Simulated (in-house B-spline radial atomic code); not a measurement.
## The manganese ion Mn²⁺: [Ne] 3s2 3p5 3d6 (an excited or competing configuration)

Computed with an all-electron radial atomic-structure program (B-spline basis): non-relativistic TPSSh, spin-polarised, spherical fractional occupations, exact exchange averaged over the configuration, point nucleus.

Z_r = [3n² - l(l+1)]/(2<r>); Z_e = n√(-2ε); the last column is Slater's effective charge. Values are occupation-weighted means over spin.

```csv
shell,electrons,ε (eV),<r> (bohr),Z_r,Z_e,Slater
1s,2,-6425.5,0.06152,24.38,21.73,24.70
2s,2,-760.15,0.2817,21.30,14.95,20.85
2p,6,-653.06,0.2479,20.17,13.86,20.85
3s,2,-104.99,0.8598,15.70,8.33,14.10
3p,5,-74.88,0.9056,13.80,7.04,14.10
3d,6,-27.201,1.11,9.46,4.24,6.25
```

The least bound orbital is 3d down at -22.57 eV, and it is also the most diffuse (<r> = 1.184 bohr).

The density falls to 0.001 bohr⁻³ at 3.071 bohr; Σ<r²> = 16.652 bohr² gives, by the non-relativistic formula and without the paramagnetism of open shells, a Langevin diamagnetic susceptibility of -13.19×10⁻⁶ cm³/mol.
